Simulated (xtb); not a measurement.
Level of theory: xtb 6.7.1 with GFN2-xTB.

```
xtb start.xyz --ohess tight --gfn 2 --chrg 0 --uhf 0 --iterations 400

# start.xyz
4

Cl    -1.068502    -1.915896    -0.113875
Ga    -0.098640    -0.119818     0.289007
Cl    -1.098127     2.002344    -0.090251
Cl     2.265268     0.033370    -0.084881
```

Output:

```
[...]
          :  -> integral neglect         0.1000000E-07      :
          :  -> SCF convergence          0.1000000E-05 Eh   :
          :  -> wf. convergence          0.1000000E-03 e    :
          :  Broyden damping             0.4000000          :
          :  net charge                          0          :
          :  unpaired electrons                  0          :
          ...................................................

 iter      E             dE          RMSdq      gap      omega  full diag
   1    -15.0527722 -0.150528E+02  0.277E-04    4.06       0.0  T
   2    -15.0527722 -0.423128E-10  0.246E-04    4.06     203.1  T
   3    -15.0527722 -0.840323E-10  0.194E-04    4.06     258.3  T

   *** convergence criteria satisfied after 3 iterations ***

         #    Occupation            Energy/Eh            Energy/eV
      -------------------------------------------------------------
         1        2.0000           -1.0849662             -29.5234
       ...           ...                  ...                  ...
         6        2.0000           -0.4887419             -13.2993
         7        2.0000           -0.4728212             -12.8661
         8        2.0000           -0.4728058             -12.8657
         9        2.0000           -0.4725058             -12.8575
        10        2.0000           -0.4635043             -12.6126
        11        2.0000           -0.4634952             -12.6123
        12        2.0000           -0.4565094             -12.4223 (HOMO)
        13                         -0.3072390              -8.3604 (LUMO)
        14                         -0.1512023              -4.1144
        15                         -0.0336332              -0.9152
        16                         -0.0336192              -0.9148
        17                         -0.0150563              -0.4097
       ...                                ...                  ...
        36                          1.4581520              39.6783
      -------------------------------------------------------------
                  HL-Gap            0.1492703 Eh            4.0619 eV
             Fermi-level           -0.3818742 Eh          -10.3913 eV


         :::::::::::::::::::::::::::::::::::::::::::::::::::::
         ::                     SUMMARY                     ::
         :::::::::::::::::::::::::::::::::::::::::::::::::::::
         :: total energy             -15.040735527943 Eh    ::
         :: gradient norm              0.000128685703 Eh/a0 ::
         :: HOMO-LUMO gap              4.061852497454 eV    ::
         ::.................................................::
         :: SCC energy               -15.052770792228 Eh    ::
         :: -> isotropic ES            0.010668381031 Eh    ::
         :: -> anisotropic ES         -0.000141949007 Eh    ::
         :: -> anisotropic XC         -0.000281432164 Eh    ::
         :: -> dispersion             -0.003856591245 Eh    ::
         :: repulsion energy           0.012035264285 Eh    ::
         :: add. restraining           0.000000000000 Eh    ::
         :: total charge              -0.000000000000 e     ::
         :::::::::::::::::::::::::::::::::::::::::::::::::::::

           -------------------------------------------------
          |                Numerical Hessian                |
           -------------------------------------------------
step length          :   0.00500
SCC accuracy         :   0.30000
Hessian scale factor :   1.00000
frozen atoms in %    :   0.00000    0
RMS gradient         :   0.00013
estimated CPU  time      0.00 min
estimated wall time      0.00 min

writing file <hessian>.

 projected vibrational frequencies (cm⁻¹)
eigval :       -0.00    -0.00     0.00     0.00     0.00     0.00
eigval :      104.34   104.37   124.48   317.31   396.89   397.12
           -------------------------------------------------
          |                Property Printout                |
           -------------------------------------------------

    * Orbital Energies and Occupations

         #    Occupation            Energy/Eh            Energy/eV
      -------------------------------------------------------------
         1        2.0000           -1.0849659             -29.5234
         2        2.0000           -1.0849445             -29.5228
         3        2.0000           -1.0817315             -29.4354
         4        2.0000           -0.6035749             -16.4241
         5        2.0000           -0.4887552             -13.2997
         6        2.0000           -0.4887418             -13.2993
         7        2.0000           -0.4728210             -12.8661
         8        2.0000           -0.4728059             -12.8657
         9        2.0000           -0.4725058             -12.8575
        10        2.0000           -0.4635042             -12.6126
        11        2.0000           -0.4634952             -12.6123
        12        2.0000           -0.4565094             -12.4223 (HOMO)
        13                         -0.3072390              -8.3604 (LUMO)
        14                         -0.1512022              -4.1144
        15                         -0.0336330              -0.9152
        16                         -0.0336193              -0.9148
        17                         -0.0150564              -0.4097
        18                         -0.0150475              -0.4095
        19                         -0.0095708              -0.2604
        20                         -0.0095653              -0.2603
        21                         -0.0090044              -0.2450
        22                         -0.0089845              -0.2445
        23                         -0.0083242              -0.2265
       ...                                ...                  ...
        36                          1.4581513              39.6783
      -------------------------------------------------------------
                  HL-Gap            0.1492703 Eh            4.0619 eV
             Fermi-level           -0.3818742 Eh          -10.3913 eV
Molecule has the following symmetry elements: (C3) 3*(C2) (S3) 4*(sigma)
It seems to be the D3h point group

     #   Z          covCN         q      C6AA      α(0)
     1  17 Cl       0.793     0.008    98.849    15.209
     2  31 Ga       2.379    -0.022   219.388    33.216
     3  17 Cl       0.793     0.007    98.852    15.209
     4  17 Cl       0.793     0.008    98.848    15.209

 Mol. C6AA /au·bohr⁶  :       1946.912794
 Mol. C8AA /au·bohr⁸  :     119166.252355
 Mol. α(0) /au        :         78.843821

Wiberg/Mayer (AO) data.
largest (>0.10) Wiberg bond orders for each atom

 ---------------------------------------------------------------------------
     #   Z sym  total        # sym  WBO       # sym  WBO       # sym  WBO
 ---------------------------------------------------------------------------
     1  17 Cl   1.630 --     2 Ga   1.316     3 Cl   0.157     4 Cl   0.157
     2  31 Ga   3.947 --     4 Cl   1.316     1 Cl   1.316     3 Cl   1.315
     3  17 Cl   1.630 --     2 Ga   1.315     1 Cl   0.157     4 Cl   0.157
     4  17 Cl   1.630 --     2 Ga   1.316     3 Cl   0.157     1 Cl   0.157
 ---------------------------------------------------------------------------

Topologies differ in total number of bonds
Writing topology from bond orders to xtbtopo.mol

molecular dipole:
                 x           y           z       tot (Debye)
 q only:        0.000      -0.000       0.000
   full:        0.000      -0.000      -0.000       0.000
molecular quadrupole (traceless):
                xx          xy          yy          xz          yz          zz
 q only:        0.088       0.001       0.087       0.004       0.004      -0.175
  q+dip:        0.227      -0.001       0.228       0.009       0.012      -0.455
   full:       -1.453       0.001      -1.453      -0.058      -0.075       2.907

           -------------------------------------------------
          |                Geometry Summary                 |
           -------------------------------------------------

      molecular mass/u    :      176.0818788
   center of mass at/Å    :       -0.0000015       0.0000041      -0.0000143
  moments of inertia/u·Å² :        0.2319987E+03   0.2321378E+03   0.4641365E+03
rotational constants/cm⁻¹ :        0.7266262E-01   0.7261907E-01   0.3632042E-01

 * 3 selected distances

     #   Z          #   Z                                           value/Å
     1  17 Cl       2  31 Ga                                      2.0889139
     2  31 Ga       3  17 Cl                                      2.0892663 (max)
     2  31 Ga       4  17 Cl                                      2.0887863 (min)

 * 1 distinct bonds (by element types)

   Z      Z             #   av. dist./Å        max./Å        min./Å
  17 Cl  31 Ga          3     2.0889888     2.0892663     2.0887863

           -------------------------------------------------
          |               Frequency Printout                |
           -------------------------------------------------
 projected vibrational frequencies (cm⁻¹)
eigval :       -0.00    -0.00     0.00     0.00     0.00     0.00
eigval :      104.34   104.37   124.48   317.31   396.89   397.12
 reduced masses (amu)
   1: 47.85   2: 46.70   3: 41.75   4: 37.98   5: 39.90   6: 39.25   7: 41.58   8: 41.58
   9: 56.15  10: 35.45  11: 50.03  12: 50.03
 IR intensities (km·mol⁻¹)
   1:  0.00   2:  0.00   3:  0.00   4:  0.00   5:  0.00   6:  0.00   7:  8.93   8:  8.75
   9:  2.77  10:  0.00  11: 45.04  12: 44.97
 Raman intensities (Ä⁴*amu⁻¹)
   1:  0.00   2:  0.00   3:  0.00   4:  0.00   5:  0.00   6:  0.00   7:  0.00   8:  0.00
   9:  0.00  10:  0.00  11:  0.00  12:  0.00
 output can be read by thermo (or use thermo option).
 writing <g98.out> molden fake output.
 recommended (thermochemical) frequency scaling factor: 1.0
           -------------------------------------------------
          |             Thermodynamic Functions             |
           -------------------------------------------------

d3h symmetry found (for desy threshold:  0.10E+00) used in thermo

          ...................................................
          :                      SETUP                      :
          :.................................................:
          :  # frequencies                           6      :
          :  # imaginary freq.                       0      :
          :  linear?                             false      :
          :  only rotor calc.                    false      :
          :  symmetry                              d3h      :
          :  rotational number                       6      :
          :  scaling factor                  1.0000000      :
          :  rotor cutoff                   50.0000000 cm⁻¹ :
          :  imag. cutoff                  -20.0000000 cm⁻¹ :
          :.................................................:

    mode    ω/cm⁻¹     T·S(HO)/kcal·mol⁻¹    T·S(FR)/kcal·mol⁻¹   T·S(vib)
   ------------------------------------------------------------------------
       1    104.34    -1.00526 ( 94.99%)    -0.83848 (  5.01%)    -0.99691
       2    104.37    -1.00508 ( 95.00%)    -0.83839 (  5.00%)    -0.99674
       3    124.48    -0.90328 ( 97.46%)    -0.78621 (  2.54%)    -0.90031
   ------------------------------------------------------------------------

   temp. (K)  partition function   enthalpy   heat capacity  entropy
                                   cal/mol     cal/K/mol   cal/K/mol   J/K/mol
 298.15  VIB   24.8                 1986.113     10.294     12.979
         ROT  0.637E+05              888.752      2.981     24.962
         INT  0.158E+07             2874.865     13.275     37.941
         TR   0.226E+28             1481.254      4.968     41.386
         TOT                        4356.1188    18.2432    79.3267   331.9029

       T/K    H(0)-H(T)+PV         H(T)/Eh          T*S/Eh         G(T)/Eh
   ------------------------------------------------------------------------
    298.15    0.694192E-02    0.102327E-01    0.376907E-01   -0.274579E-01
   ------------------------------------------------------------------------

         :::::::::::::::::::::::::::::::::::::::::::::::::::::
         ::                  THERMODYNAMIC                  ::
         :::::::::::::::::::::::::::::::::::::::::::::::::::::
         :: total free energy         -15.068193470162 Eh   ::
         ::.................................................::
         :: total energy              -15.040735528018 Eh   ::
         :: zero point energy           0.003290818231 Eh   ::
         :: G(RRHO) w/o ZPVE           -0.030748760374 Eh   ::
         :: G(RRHO) contrib.           -0.027457942143 Eh   ::
         :::::::::::::::::::::::::::::::::::::::::::::::::::::

optimized geometry written to: xtbopt.xyz

           -------------------------------------------------
          | TOTAL ENERGY              -15.040735528018 Eh   |
          | TOTAL ENTHALPY            -15.030502792539 Eh   |
          | TOTAL FREE ENERGY         -15.068193470162 Eh   |
          | GRADIENT NORM               0.000126825558 Eh/α |
          | HOMO-LUMO GAP               4.061852280768 eV   |
           -------------------------------------------------

------------------------------------------------------------------------
```

Cost: about 0.4 core-seconds (a rough figure).
